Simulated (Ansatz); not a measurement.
`CC(F)(F)CC(F)F` → `FC(F)CC(F)F` + `[CH2]` (triplet)  (formal loss of a carbene)

Computed with Ansatz on PBE0-D4/def2-TZVP structures; ΔE is electronic, products minus reactants. CBS: MP2 limit from def2 TZ/QZ plus the TZ coupled-cluster correction, frozen cores. This one scheme is used for every species. Functionals use def2-TZVPP. B3LYP here is the variant with VWN-RPA as its local correlation; programs differ in this. HSE06 is defined as in plane-wave codes. Triplets are unrestricted, without spin–orbit coupling. Each species was taken in one conformer, which may not be the lowest.

| level | ΔE (kJ/mol) | difference from CCSD(T)/CBS |
| --- | --- | --- |
| LDA (SPW92) | 539.0 | 77.1 |
| revPBE-D4 | 450.3 | -11.6 |
| r2SCAN-D4 | 441.1 | -20.8 |
| B97M-V | 465.3 | 3.4 |
| PBE0-D4 | 456.7 | -5.2 |
| B3LYP-D4 | 451.5 | -10.4 |
| r2SCANh-D4 | 439.1 | -22.8 |
| HSE06-D4 | 456.7 | -5.2 |
| CAM-B3LYP-D4 | 459.0 | -2.9 |
| PBE | 457.0 | -4.9 |
| BLYP | 434.1 | -27.8 |
| r2SCAN | 438.9 | -23.0 |
| LC-ωPBE | 448.4 | -13.5 |
| HF/CBS(def2) | 308.7 | -153.2 |
| MP2/CBS(def2) | 474.1 | 12.2 |
| CCSD/CBS(def2) | 449.9 | -12.0 |
| CCSD(T)/CBS | 461.9 | 0 |

Largest T1 diagnostic among the species: 0.012.

In def2-TZVPP, CCSD(T) changes the Hartree–Fock value by +140.5 kJ/mol (the triples alone add +12.0 kJ/mol) and MP2 by +152.7 kJ/mol. Leaving LDA and LC-ωPBE aside and taking each functional with its dispersion term where it has one, the values, not all of them listed here, spread over 36.8 kJ/mol, from r2SCAN0-D4 to ωB97X-V. LDA lies +82.0 kJ/mol from PBE without D4.
